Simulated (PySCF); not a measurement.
PySCF job for Al(Me)(OH)(PH2) (CH6AlOP), SMILES [CH3][Al]([OH])[PH2], B3LYP-D3(BJ)/def2-SVP. The structure is a stationary point at B3LYP-D3(BJ)/def2-SVP. The structure was generated by enumeration; whether it is a known compound was not checked. Other conformers were not sampled.

```python
import numpy as np
from pyscf import gto, scf, dft, df
from pyscf.hessian import thermo

mol = gto.M(
    atom='''
    Al    0.28901408   -0.23212365    0.29223170
    C     2.14581760   -0.50022599   -0.23460346
    H     2.22196102   -1.31017556   -0.98150715
    H     2.77000496   -0.78299330    0.62836325
    H     2.57869045    0.40219215   -0.69814748
    O    -0.18441056   -0.86183956    1.80998142
    H    -1.05939739   -0.83075839    2.20612249
    P    -1.23533738    0.99866606   -1.00235684
    H    -2.31861225    0.09161586   -0.77519677
    H    -0.81939039    0.36380805   -2.21552427
    ''',
    basis='def2-SVP',
    charge=0,
    spin=0,
    max_memory=1600,
    verbose=3,
)
mf = dft.RKS(mol, xc='b3lyp').density_fit(auxbasis='def2-universal-jkfit')
mf.disp = 'd3bj'
mf.grids.level = 3
mf.conv_tol = 1e-11
mf.max_cycle = 100
mf.kernel()

# analytic Hessian; the response equations are solved on a coarser grid
h, args, fine = mf.Hessian(), (mf.mo_energy, mf.mo_coeff, mf.mo_occ), mf.grids
h.max_memory = max(150, 2.5e-5 * df.make_auxmol(mol, mf.with_df.auxbasis).nao * mol.nelec[0] * (mol.nelec[0] + mol.nao))  # MB; small integral blocks
h1ao = h.make_h1(mf.mo_coeff, mf.mo_occ)
mf.grids = dft.Grids(mol).set(level=1).build(with_non0tab=True)
mo1, mo_e1 = h.solve_mo1(*args, h1ao)
mf.grids = fine
hess = h.hess_elec(*args, mo1, mo_e1, h1ao) + h.hess_nuc()
if mf.do_disp():
    hess += h.get_dispersion()
for i in range(mol.natm):  # the analytic DFT Hessian lacks the response of the grid: restore translational invariance
    hess[i, i] -= hess[i].sum(axis=0)
hess = (hess + hess.transpose(1, 0, 3, 2)) / 2
vib = thermo.harmonic_analysis(mol, hess, imaginary_freq=False)
thermo.dump_normal_mode(mol, vib)
th = thermo.thermo(mf, vib['freq_au'][vib['freq_au'] > 0], 298.15, 101325)
thermo.dump_thermo(mol, th)
g0 = mf.nuc_grad_method().set(verbose=0).kernel()

# dipole derivatives [dipole axis, atom, xyz] from the same response
r, irp = mol.intor('int1e_r'), mol.intor('int1e_irp').reshape(3, 3, mol.nao, mol.nao)
sl, dm0, ok = mol.aoslice_by_atom(), np.array(mf.make_rdm1()), []
dmu = np.einsum('a,xt->xat', mol.atom_charges(), np.eye(3))
for a, (_, _, p0, p1) in enumerate(sl):
    dmu[:, a] += 2 * np.einsum('xtij,ij->xt', irp[:, :, :, p0:p1], dm0.reshape(-1, mol.nao, mol.nao).sum(0)[:, p0:p1])
    for u, c, occ, f in [(mo1, mf.mo_coeff, mf.mo_occ, 4)]:
        dmu[:, a] -= f * np.einsum('tui,xuv,vi->xt', u[a], r, c[:, occ > 0], optimize=True)
L = vib['norm_mode']
ir = 974.8801 * (np.einsum('xat,kat->kx', dmu, L) ** 2).sum(1)       # km/mol
apt = np.einsum('xax->a', dmu) / 3

# polarisability derivatives from nuclear gradients in small electric fields
h0, F = mf.get_hcore(), 0.005
def in_field(f, guess):
    m = mf.copy()
    m.verbose, m.conv_tol, m.conv_tol_grad = 0, 1e-11, 2e-7
    m.get_hcore = lambda *a: h0 + np.einsum('x,xij->ij', f, r)
    m.kernel(guess)
    ok.append(m.converged)
    dm = np.array(m.make_rdm1())
    g = m.nuc_grad_method().kernel() - np.outer(mol.atom_charges(), f)
    for a, (_, _, p0, p1) in enumerate(sl):
        g[a] -= 2 * np.einsum('x,xtij,ij->t', f, irp[:, :, :, p0:p1], dm[:, p0:p1])
    return g, -np.einsum('xij,ij->x', r, dm), dm
E = np.eye(3) * F
g0, _, dm0 = in_field(np.zeros(3), dm0)
gp = [in_field(e, dm0) for e in E]
gm = [in_field(-e, 2 * dm0 - p[2]) for e, p in zip(E, gp)]
alpha = np.array([(p[1] - q[1]) / (2 * F) for p, q in zip(gp, gm)])  # bohr^3
check = abs(np.array([-(p[0] - q[0]) / (2 * F) for p, q in zip(gp, gm)]) - dmu).max()
print('static polarisability / bohr^3:', alpha.round(3))
print('largest difference of analytic and finite-field dipole derivatives / e:', check)
da = np.zeros((3, 3, mol.natm, 3))
for x in range(3):
    da[x, x] = -(gp[x][0] + gm[x][0] - 2 * g0) / F**2
for x, y in ((0, 1), (0, 2), (1, 2)):
    up, down = in_field(E[x] + E[y], gp[x][2] + gp[y][2] - dm0), in_field(-E[x] - E[y], gm[x][2] + gm[y][2] - dm0)
    both = -(up[0] + down[0] - 2 * g0) / F**2
    da[x, y] = da[y, x] = (both - da[x, x] - da[y, y]) / 2
aq = np.einsum('xyat,kat->kxy', da, L) * 0.529177210903**2           # A^2/amu^1/2
a = np.einsum('kxx->k', aq) / 3
g2 = 1.5 * (aq**2).sum((1, 2)) - 4.5 * a**2
raman, depol = 45 * a**2 + 7 * g2, 3 * g2 / (45 * a**2 + 4 * g2 + 1e-12)
print('mode   freq/cm-1   IR/(km/mol)   Raman/(A^4/amu)   depolarisation')
for k, w in enumerate(vib['freq_wavenumber']):
    print(f'{k + 1:4d} {w:11.2f} {ir[k]:13.3f} {raman[k]:17.3f} {depol[k]:16.3f}')
print('max |gradient| / (hartree/bohr):', abs(g0).max())
print('APT charges:', apt.round(4))
```

It prints:

```
converged SCF energy = -700.576477309853

WARN: DFTD3 does not support analytical Hessian, using finite difference


WARN: Mole.unit (angstrom) is changed to Bohr

Mode                                 0                   1                   2
Irrep
Freq [cm^-1]                       35.5351             89.6105            131.5731
Reduced mass [au]                   1.0309              1.1362              2.9317
Force const [Dyne/A]                0.0008              0.0054              0.0299
Char temp [K]                      51.1271            128.9295            189.3044
Normal mode                   x     y     z       x     y     z       x     y     z
       0  Al                -0.00 -0.00  0.00   -0.01 -0.01  0.01   -0.05 -0.02  0.06
       1   C                -0.00 -0.00 -0.01   -0.01  0.05 -0.00   -0.08  0.07 -0.10
       2   H                -0.05  0.40 -0.44    0.02  0.05 -0.00   -0.13  0.09 -0.12
       3   H                -0.10 -0.52 -0.11    0.01  0.07 -0.01    0.06  0.10 -0.19
       4   H                 0.14  0.20  0.50   -0.04  0.06 -0.01   -0.20  0.10 -0.15
       5   O                 0.00  0.03  0.02   -0.00 -0.04  0.00    0.02 -0.04  0.07
       6   H                 0.01  0.06  0.03   -0.01 -0.08 -0.02    0.04 -0.06  0.12
       7   P                 0.00 -0.01 -0.01    0.03  0.01 -0.03    0.06  0.00 -0.04
       8   H                -0.00 -0.00  0.01   -0.19  0.40  0.48    0.02 -0.00 -0.23
       9   H                -0.01 -0.03 -0.00   -0.40 -0.51  0.09    0.25  0.04  0.01
Mode                                 3                   4                   5
Irrep
Freq [cm^-1]                      182.6528            197.8105            377.1115
Reduced mass [au]                   4.0662              3.7158              3.7395
Force const [Dyne/A]                0.0799              0.0857              0.3133
Char temp [K]                     262.7968            284.6053            542.5795
Normal mode                   x     y     z       x     y     z       x     y     z
       0  Al                -0.03 -0.13 -0.06   -0.05 -0.01 -0.02    0.06 -0.04  0.06
       1   C                 0.02  0.06  0.01   -0.03 -0.03  0.09    0.08 -0.02 -0.02
       2   H                 0.23  0.09  0.01    0.05 -0.04  0.12    0.09  0.01 -0.05
       3   H                 0.01  0.18  0.06   -0.16 -0.04  0.18    0.18  0.02 -0.07
       4   H                -0.12  0.15  0.05    0.07 -0.04  0.14   -0.03  0.03 -0.03
       5   O                -0.01  0.09  0.03    0.15 -0.04  0.03   -0.03 -0.05  0.04
       6   H                -0.00  0.14  0.04    0.22 -0.12  0.18    0.02  0.39  0.13
       7   P                 0.02  0.01  0.03   -0.03  0.04 -0.05   -0.07  0.05 -0.06
       8   H                -0.07  0.11 -0.05   -0.07  0.08 -0.11   -0.05  0.03 -0.05
       9   H                -0.08  0.14 -0.07    0.01  0.03 -0.03   -0.08  0.04 -0.06
Mode                                 6                   7                   8
Irrep
Freq [cm^-1]                      378.4480            513.7479            535.0649
Reduced mass [au]                   1.2854              1.1406              1.1248
Force const [Dyne/A]                0.1085              0.1774              0.1897
Char temp [K]                     544.5025            739.1688            769.8393
Normal mode                   x     y     z       x     y     z       x     y     z
       0  Al                -0.03  0.03 -0.02   -0.01 -0.02 -0.01    0.00  0.01 -0.01
       1   C                -0.04  0.01  0.01    0.01 -0.02 -0.02   -0.02  0.02 -0.01
       2   H                 0.06  0.01  0.02    0.22  0.01 -0.03   -0.02 -0.03  0.05
       3   H                -0.08  0.05  0.06   -0.03  0.08  0.04   -0.16 -0.02  0.08
       4   H                -0.05  0.03  0.04   -0.10  0.07  0.06    0.14 -0.05  0.01
       5   O                -0.01 -0.05 -0.06    0.01  0.01  0.02    0.04 -0.04  0.05
       6   H                 0.23  0.70  0.39   -0.09 -0.05 -0.18   -0.26  0.43 -0.62
       7   P                 0.03 -0.02  0.02   -0.02  0.04 -0.01   -0.00 -0.01  0.01
       8   H                 0.09 -0.08  0.09    0.35 -0.37  0.21   -0.24  0.22 -0.22
       9   H                 0.09 -0.11  0.09    0.36 -0.43  0.35    0.14 -0.07  0.09
Mode                                 9                  10                  11
Irrep
Freq [cm^-1]                      590.9764            652.2307            658.7461
Reduced mass [au]                   1.3687              1.5907              1.8640
Force const [Dyne/A]                0.2816              0.3987              0.4766
Char temp [K]                     850.2835            938.4147            947.7890
Normal mode                   x     y     z       x     y     z       x     y     z
       0  Al                -0.03  0.01  0.01   -0.04  0.06  0.01   -0.08 -0.00 -0.03
       1   C                 0.11 -0.01 -0.06    0.04 -0.07 -0.08    0.12  0.06 -0.01
       2   H                 0.20 -0.05 -0.01    0.58 -0.01 -0.08   -0.25 -0.06  0.06
       3   H                -0.03 -0.01  0.04   -0.12  0.16  0.12    0.10 -0.17 -0.08
       4   H                 0.25 -0.05 -0.01   -0.07  0.11  0.15    0.43 -0.17 -0.17
       5   O                -0.04  0.02 -0.02   -0.00 -0.03  0.05   -0.01 -0.03  0.06
       6   H                 0.10 -0.17  0.28   -0.07 -0.02 -0.09   -0.04  0.09 -0.01
       7   P                -0.01 -0.01  0.02    0.02 -0.02 -0.00    0.02  0.00 -0.00
       8   H                -0.31  0.28 -0.29    0.07 -0.04  0.10    0.21 -0.20  0.19
       9   H                 0.32 -0.24  0.25   -0.21  0.24 -0.20   -0.11  0.06 -0.07
Mode                                12                  13                  14
Irrep
Freq [cm^-1]                      702.6030            873.4207           1090.8807
Reduced mass [au]                   1.5089              7.0119              1.0398
Force const [Dyne/A]                0.4389              3.1516              0.7291
Char temp [K]                    1010.8892           1256.6579           1569.5344
Normal mode                   x     y     z       x     y     z       x     y     z
       0  Al                -0.06  0.03 -0.02   -0.05 -0.04  0.11    0.00 -0.01  0.00
       1   C                 0.07 -0.07  0.08    0.03  0.00 -0.02   -0.00  0.00  0.00
       2   H                -0.05  0.12 -0.14    0.07 -0.02  0.01   -0.01 -0.00  0.01
       3   H                 0.57  0.01 -0.26   -0.01 -0.01  0.01    0.00 -0.01 -0.00
       4   H                -0.38  0.09 -0.05    0.12 -0.03 -0.00    0.00 -0.00 -0.00
       5   O                 0.03 -0.00 -0.01    0.06  0.06 -0.14    0.00  0.00 -0.00
       6   H                -0.03  0.06 -0.14    0.03  0.10 -0.23   -0.00  0.00 -0.01
       7   P                 0.00 -0.01  0.01    0.00  0.00 -0.01   -0.02 -0.02 -0.02
       8   H                -0.09  0.09 -0.07    0.05 -0.06  0.04   -0.11  0.28  0.62
       9   H                 0.06 -0.04  0.04   -0.06  0.04 -0.04    0.56  0.40 -0.02
Mode                                15                  16                  17
Irrep
Freq [cm^-1]                     1213.7627           1426.6696           1427.7878
Reduced mass [au]                   1.2485              1.0509              1.0545
Force const [Dyne/A]                1.0837              1.2603              1.2665
Char temp [K]                    1746.3343           2052.6599           2054.2688
Normal mode                   x     y     z       x     y     z       x     y     z
       0  Al                -0.01  0.00  0.00    0.00 -0.00  0.00   -0.00 -0.00 -0.00
       1   C                 0.12 -0.02 -0.04    0.01 -0.04  0.05   -0.02 -0.05 -0.03
       2   H                -0.51 -0.08 -0.00   -0.04  0.48 -0.52   -0.34 -0.03 -0.07
       3   H                -0.39  0.03  0.33   -0.17  0.30  0.27    0.24  0.63  0.01
       4   H                -0.43  0.27  0.06    0.10 -0.29 -0.40    0.35  0.06  0.50
       5   O                 0.00  0.00 -0.00   -0.00  0.00 -0.00    0.00  0.00  0.00
       6   H                -0.00  0.01 -0.01   -0.00 -0.00  0.00    0.00  0.00  0.00
       7   P                 0.00 -0.00  0.00    0.00  0.00 -0.00   -0.00  0.00 -0.00
       8   H                 0.00 -0.00  0.00    0.00 -0.00  0.01    0.00 -0.00  0.00
       9   H                -0.00  0.00 -0.00    0.00  0.00 -0.00    0.00 -0.00  0.00
Mode                                18                  19                  20
Irrep
Freq [cm^-1]                     2361.1338           2374.3511           3017.4305
Reduced mass [au]                   1.0350              1.0414              1.0359
Force const [Dyne/A]                3.3996              3.4590              5.5571
Char temp [K]                    3397.1458           3416.1626           4341.4106
Normal mode                   x     y     z       x     y     z       x     y     z
       0  Al                -0.00  0.00  0.00    0.00  0.00 -0.00   -0.00  0.00  0.00
       1   C                -0.00 -0.00 -0.00   -0.00 -0.00  0.00    0.04 -0.01 -0.02
       2   H                 0.00 -0.00  0.00   -0.00 -0.00 -0.00   -0.03  0.47  0.43
       3   H                 0.00 -0.00 -0.00    0.00 -0.00 -0.00   -0.27  0.13 -0.40
       4   H                -0.00  0.00  0.00   -0.00  0.00 -0.00   -0.20 -0.46  0.23
       5   O                -0.00 -0.00  0.00   -0.00 -0.00  0.00    0.00  0.00 -0.00
       6   H                 0.00  0.00  0.00    0.00 -0.00  0.00   -0.00 -0.00 -0.00
       7   P                 0.01  0.02  0.01    0.02  0.00 -0.02    0.00 -0.00 -0.00
       8   H                -0.55 -0.43  0.12   -0.52 -0.42  0.10    0.00 -0.00  0.00
       9   H                 0.20 -0.28 -0.58   -0.20  0.31  0.61   -0.00  0.00  0.00
Mode                                21                  22                  23
Irrep
Freq [cm^-1]                     3098.6546           3121.1136           3926.0776
Reduced mass [au]                   1.0987              1.1022              1.0682
Force const [Dyne/A]                6.2155              6.3260              9.7009
Char temp [K]                    4458.2740           4490.5875           5648.7515
Normal mode                   x     y     z       x     y     z       x     y     z
       0  Al                 0.00 -0.00 -0.00    0.00 -0.00  0.00   -0.00  0.00 -0.00
       1   C                -0.03 -0.08 -0.03    0.02 -0.04  0.08    0.00 -0.00  0.00
       2   H                -0.06  0.50  0.47    0.02 -0.14 -0.11   -0.00  0.00  0.00
       3   H                 0.12 -0.07  0.17   -0.45  0.20 -0.61    0.00  0.00 -0.00
       4   H                 0.24  0.49 -0.27    0.20  0.41 -0.20   -0.00  0.00  0.00
       5   O                 0.00 -0.00 -0.00   -0.00  0.00 -0.00   -0.05  0.00  0.03
       6   H                -0.00 -0.00 -0.00   -0.00 -0.00 -0.00    0.87 -0.02 -0.41
       7   P                -0.00  0.00 -0.00   -0.00  0.00 -0.00    0.00  0.00 -0.00
       8   H                 0.00  0.00 -0.00    0.00  0.00 -0.00    0.00 -0.00  0.00
       9   H                -0.00  0.00  0.00   -0.00 -0.00 -0.00   -0.00  0.00 -0.00
temperature 298.1500 [K]
pressure 101325.00 [Pa]
Rotational constants [GHz] 5.59842 2.60232 1.81947
Symmetry number 1
Zero-point energy (ZPE) 0.06602 [Eh]   173323.301 [J/mol]
                           tot       elec      trans        rot        vib
Entropy [J/mol/K]       368.151      0.000    165.142    112.537     90.472
Cv [J/mol/K]            108.301      0.000     12.472     12.472     83.358
Cp [J/mol/K]            116.616      0.000     20.786     12.472     83.358
Internal energy [J/mol]                      3718.434   3718.434 186925.728
Internal energy [Eh]   -700.50245  -700.57648
Enthalpy [J/mol]                             6197.391   3718.434 186925.728
Enthalpy [Eh]          -700.50150
Gibbs free energy [J/mol]                  -43039.688 -29834.517 159951.584
Gibbs free energy [Eh] -700.54331
static polarisability / bohr^3: [[68.386 -7.791  2.484]
 [-7.798 53.292 -7.055]
 [ 2.479 -7.048 58.883]]
largest difference of analytic and finite-field dipole derivatives / e: 0.0018006720730248116
mode   freq/cm-1   IR/(km/mol)   Raman/(A^4/amu)   depolarisation
   1       35.54         0.088             0.105            0.725
   2       89.61         4.556             0.174            0.692
   3      131.57         4.712             2.640            0.637
   4      182.65        13.518             0.666            0.346
   5      197.81        11.425             4.521            0.446
   6      377.11        33.693            17.127            0.141
   7      378.45       108.928             6.870            0.228
   8      513.75         4.856             1.788            0.636
   9      535.06       117.419             1.554            0.665
  10      590.98        44.969             8.454            0.499
  11      652.23        31.045             2.438            0.554
  12      658.75        61.506             4.860            0.079
  13      702.60       136.928             2.413            0.679
  14      873.42        98.556             2.480            0.375
  15     1090.88        22.182            30.781            0.750
  16     1213.76        21.232             4.104            0.163
  17     1426.67         1.172            11.472            0.750
  18     1427.79         3.587             8.966            0.749
  19     2361.13        42.405           167.775            0.132
  20     2374.35        61.576           124.055            0.750
  21     3017.43         3.705           134.031            0.003
  22     3098.65         6.049            84.601            0.727
  23     3121.11         5.509           121.023            0.689
  24     3926.08        82.241           116.723            0.286
max |gradient| / (hartree/bohr): 7.519445383915121e-05
APT charges: [ 1.2924 -0.414   0.0167  0.0013  0.0162 -0.8859  0.3054 -0.1399 -0.1021
 -0.0901]
```

The run converged.

Cost: roughly 2.3 core-minutes.
